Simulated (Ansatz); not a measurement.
Start from `[Cl][SnH2][I]` and change one element to get `ClCI`.

Ansatz, PBE0-D4/def2-TZVP geometries, multiplicity 1. 

Elements past krypton have def2 core potentials.

| property | `[Cl][SnH2][I]` |
| --- | --- |
| LUMO energy (B3LYP/def2-TZVPP) / eV | -2.12 |
| HOMO energy (PBE0/def2-TZVPP) / eV | -7.89 |
| LUMO energy (PBE/def2-TZVPP) / eV | -2.68 |
| LUMO energy (PBE0/def2-TZVPP) / eV | -1.84 |
| HOMO–LUMO gap (ωB97M-V/def2-TZVPP) / eV | 10.01 |
| size of the dipole moment (ωB97M-V/def2-TZVPP) / D | 2.21 |

Task: What does the change do to each property? (Estimate.)

Result: Ansatz gave: 
```tsv
property	`ClCI`	shift
LUMO energy (B3LYP/def2-TZVPP) / eV	-1.64	0.48
HOMO energy (PBE0/def2-TZVPP) / eV	-7.64	0.25
LUMO energy (PBE/def2-TZVPP) / eV	-2.30	0.38
LUMO energy (PBE0/def2-TZVPP) / eV	-1.39	0.45
HOMO–LUMO gap (ωB97M-V/def2-TZVPP) / eV	10.41	0.40
size of the dipole moment (ωB97M-V/def2-TZVPP) / D	1.40	-0.81
```

With PBE0 the HOMO rises by 0.25 eV and the LUMO rises by 0.45 eV, so the gap widens by about 0.20 eV. PBE moves the HOMO by 0.29 eV and ωB97M-V by 0.20 eV. Dipoles are sizes alone; their direction can turn.

B3LYP here is the variant with VWN-RPA as its local correlation; programs differ in this.

Spin–orbit coupling is left out; it splits and shifts lone-pair levels of the heavy atoms by tenths of an eV.
